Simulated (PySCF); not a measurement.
# One molecule, several mistakes: AlH5NOSi

These are calculations, not measurements. The program is PySCF 2.14.0, an open-source quantum chemistry code, run on an isolated molecule that a program drew, which may never have been made. The molecule is AlH5NOSi (charge 0, doublet), drawn as the SMILES string `N[SiH][O][AlH2]`.

Each row is a Hartree-Fock (HF) and frozen-core CCSD(T) single point in the cc-pV(D+d)Z basis, meant for a local HF minimum. Run 1 is clean. Each other run has one planted mistake out of seven kinds, and not every kind appears here: one electron removed, one electron added, multiplicity raised by two, geometry at a saddle point, minimal basis STO-3G, one bond length entered in bohr, all coordinates scaled. The reference is restricted for singlets and unrestricted otherwise, and also for a bond in bohr. Adding or removing an electron swaps singlet and doublet. Electrons count all cores. HOMO and LUMO are orbital energies over both spins, the gradient is its largest component, and the lowest frequency (negative if imaginary) is given only where the gradient is small. Bond lengths are over the 8 bonds as drawn. T1 is the CCSD diagnostic: over 0.02 (restricted) or 0.045 (unrestricted) a single reference is doubtful.

Geometry of the clean run:
```xyz
9
AlH5NOSi, angstrom
N    -1.0786    0.1974   -2.0513
Si   -0.8272   -1.2868   -1.2071
O    -0.5897   -0.9701    0.3791
Al   -0.4577   -0.5608    2.0063
H    -1.5079    0.1505   -2.9579
H    -0.3448    0.8825   -2.0599
H    -2.0625   -2.0919   -1.4183
H     0.4745    0.6440    2.4046
H    -1.2528   -1.4049    3.0701
```

| run | electrons | basis functions | <S^2> | HOMO (eV) | LUMO (eV) | gradient (hartree/bohr) | lowest frequency (cm^-1) | mean bond (Å) | longest bond (Å) | T1 | HF (hartree) | CCSD(T) (hartree) | mistake |
|---|---|---|---|---|---|---|---|---|---|---|---|---|---|
| 1 | 47 | 99 | 0.755 | -8.01 | 1.69 | 9.5e-06 | 37 | 1.4612 | 1.726 | 0.0159 | -663.16834 | -663.71940 | no fault |
| 2 | 47 | 99 | 1.517 | -8.59 | 1.58 | 1.6e-02 | - | 1.5729 | 1.897 | 0.0514 | -663.03612 | -663.57888 | one bond length entered in bohr |
| 3 | 48 | 99 | 0.000 | 0.57 | 5.44 | 7.6e-02 | - | 1.4612 | 1.726 | 0.0548 | -663.10672 | -663.69919 | one electron added |
| 4 | 46 | 99 | 0.000 | -15.14 | -6.01 | 8.6e-02 | - | 1.4612 | 1.726 | 0.0205 | -662.90954 | -663.46759 | one electron removed |
| 5 | 47 | 33 | 0.754 | -4.61 | 6.83 | 3.4e-02 | - | 1.4612 | 1.726 | 0.0199 | -655.11504 | -655.30042 | minimal basis STO-3G |
| 6 | 47 | 99 | 3.768 | -5.14 | -3.18 | 4.6e-02 | - | 1.4612 | 1.726 | 0.0518 | -662.95320 | -663.50972 | ? |

**Which mistake was planted in run 6, and what did it cost?**

Electrons, basis and geometry are unchanged, and <S^2> is 3.768, beside S(S+1) = 3.75 for a multiplicity of 4. So the mistake is: multiplicity raised by two. Subtracting run 1 and multiplying by 627.51 kcal/mol a hartree, the energy moved by 135.0 kcal/mol in HF and 131.6 kcal/mol in CCSD(T).

Cautions from the logs. Run 2: T1 is over the limit, so its CCSD(T) energy is less reliable; run 3: T1 is over the limit, so its CCSD(T) energy is less reliable and the HOMO is above zero, so the electron isn't bound and the energy depends on the basis; run 4: T1 is over the limit, so its CCSD(T) energy is less reliable; run 6: T1 is over the limit, so its CCSD(T) energy is less reliable.
